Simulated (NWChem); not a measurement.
System: SnH₄O₄; SMILES [Sn]([OH])([OH])([OH])[OH]

```xyz
9

O      1.6698     0.0000     1.0374
Sn     0.0000     0.0000     0.0000
O     -1.6698     0.0000     1.0374
O      0.0000     1.6698    -1.0374
O      0.0000    -1.6698    -1.0374
H      1.9329     0.8983     1.2741
H     -1.9329    -0.8983     1.2741
H     -0.8983     1.9329    -1.2741
H      0.8983    -1.9329    -1.2741
```
Atoms are numbered in this order, from 1.

Results from NWChem. Medium grid unless said otherwise, to which SCAN and Minnesota functionals are sensitive. The geometry was optimised at PBE0/def2-SVP. Not confirmed as a minimum by frequencies. def2 effective core potentials on Sn; no spin-orbit coupling. Hybrids' shares of exact exchange are those that their runs print; pure functionals count as 0. The functionals differ in more than this share.

| row | share of exact exchange | orbital gap (eV) |
|---|---|---|
| PBE/def2-SVP | 0.00 | 4.48 |
| SCAN/def2-SVP | 0.00 | 5.16 |
| TPSSh/def2-SVP | 0.10 | 5.85 |
| B3LYP/def2-SVP | 0.20 | 6.62 |
| PW6B95/def2-SVP | 0.28 | withheld |

**Question.** Fit a straight line of the last column on the one before it, predict the withheld value, and compare with the run.

**Answer.** 
1. Means of the 4 shown rows: x = 0.075, y = 5.527. Slope Σ(x − x̄)(y − ȳ)/Σ(x − x̄)² = 0.2507/0.02750 = 9.118; intercept 4.844.
2. The shown rows scatter about the line by 0.247 (root mean square); the largest residual is -0.36, at PBE/def2-SVP.
3. At x = 0.28 (PW6B95/def2-SVP; beyond the shown range) the line gives 7.40.
4. The run gives 7.44, +0.04 from the line, 0.2 times the scatter.
